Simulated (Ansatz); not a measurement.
Two members of one family (Same ligands, another metal), computed with Ansatz in the gas phase; def2 core potentials for Zr, no spin–orbit coupling. Binding counts from free atoms in the multiplicity of their measured ground term, without zero-point energy. A dash marks a value that wasn't run or was left out as unsound. The structures are stationary points that may keep the symmetry of their start.

First: TiBrF3 (singlet, charge 0, PBE0-D4/def2-SVP geometry).

```xyz
5

Ti    0.019   -0.108    0.030
Br   -0.370    2.109   -0.574
F     1.698   -0.354    0.314
F    -0.494   -1.159   -1.232
F    -0.853   -0.488    1.463
```

| level | HOMO (eV) | LUMO (eV) | gap (eV) | binding per atom (eV) |
| --- | --- | --- | --- | --- |
| PBE-D4/def2-SVP | -7.86 | -3.97 | 3.88 | 4.92 |
| PBE-D4/def2-TZVP | -8.06 | -4.13 | 3.94 | – |
| revPBE-D4/def2-TZVP | -7.98 | -4.03 | 3.96 | – |
| PBE0-D4/def2-TZVPD | -9.40 | -3.26 | 6.14 | 4.42 |
| HSE06-D4/def2-TZVP | -9.00 | -3.66 | 5.35 | 4.42 |

Metal–donor distances: 1 × Br 2.33 Å, 3 × F 1.72 Å.

Second: ZrBrF3 (singlet, charge 0, PBE0-D4/def2-SVP geometry).

Cartesian coordinates in Å:
```
Zr -0.055 -0.099 -0.003
Br 1.155 2.084 0.053
F 0.717 -1.295 1.238
F 0.054 -0.851 -1.730
F -1.871 0.161 0.442
```

Task: Estimate how these quantities change from the first to the second (second minus first).

Result: 
| level | Δ HOMO (eV) | Δ LUMO (eV) | Δ gap (eV) | Δ binding per atom (eV) |
| --- | --- | --- | --- | --- |
| PBE-D4/def2-SVP | 0.04 | 1.40 | 1.37 | – |
| PBE-D4/def2-TZVP | 0.11 | 1.41 | 1.29 | – |
| revPBE-D4/def2-TZVP | 0.11 | 1.41 | 1.30 | – |
| PBE0-D4/def2-TZVPD | 0.12 | 1.35 | 1.22 | 0.48 |
| HSE06-D4/def2-TZVP | 0.12 | 1.37 | 1.24 | 0.48 |

Metal–donor distances: 1 × Br 2.50 Å, 3 × F 1.89 Å.
